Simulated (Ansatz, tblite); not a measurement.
Removing and adding an electron: Li₇H₆. Charge 0, multiplicity 2. Geometry: PBE-D4/def2-TZVP. Ansatz, gas phase; energy differences of separate SCF runs; the oxidised species is a singlet (the triplet lies 5.05 eV higher at PBE0-D4/def2-TZVP); the reduced species is a singlet (the triplet lies 0.30 eV higher at PBE0-D4/def2-TZVPD).

```xyz
13

Li   -1.633   -1.347   -0.011
Li    0.560   -1.623    1.025
Li   -0.535   -0.081   -1.876
Li    0.474    0.625    1.966
Li   -1.525    1.096    0.530
Li    1.183    1.531   -0.261
Li    1.690   -0.814   -0.982
H     0.030   -1.621   -0.787
H    -2.028    0.166   -0.919
H    -0.904   -0.515    1.471
H     1.645   -0.106    0.726
H     1.091    0.666   -1.830
H    -0.048    2.022    0.946
```

The xTB rows come from tblite. The structure comes from a short search, and lower isomers may exist.

(1) Estimate orbital energies and vertical ionisation energies and electron affinities at: GFN1-xTB; PBE-D4/def2-TZVP; PBE-D4/def2-TZVPD; r2SCAN-D4/def2-TZVP; r2SCAN-D4/def2-TZVPD; PBE0-D4/def2-TZVP; PBE0-D4/def2-TZVPD.

## Answers

(1) 
```csv
level,−HOMO (eV),vertical IE (eV),−LUMO (eV),vertical EA (eV),HOMO–LUMO gap (eV),remarks
GFN1-xTB,–,9.06,–,–,–,–
PBE-D4/def2-TZVP,2.21,3.92,1.69,–,0.52,–
PBE-D4/def2-TZVPD,2.23,–,1.73,0.61,0.51,"HOMO above zero (-1 singlet), restricted singlet, untested (-1 singlet)"
r2SCAN-D4/def2-TZVP,2.17,3.71,1.18,–,0.99,–
r2SCAN-D4/def2-TZVPD,2.18,–,1.24,0.33,0.93,"HOMO above zero (-1 singlet), restricted singlet, untested (-1 singlet)"
PBE0-D4/def2-TZVP,2.55,3.79,1.12,–,1.43,–
PBE0-D4/def2-TZVPD,2.56,–,1.16,0.47,1.40,"HOMO above zero (-1 singlet), restricted singlet, untested (-1 singlet)"
```

   A HOMO above zero means that the electron is unbound at that level or that self-interaction error raises the level; the energy of removing that electron tells which. HOMO and LUMO are the levels of the spin that leaves or enters (xTB has no such levels and no spin-polarisation term). Other spin states of the ions may lie lower, which would lower the ionisation energy or raise the affinity. Raw xTB energy differences between charge states are shifted by several eV; the methods need an empirical correction for them.
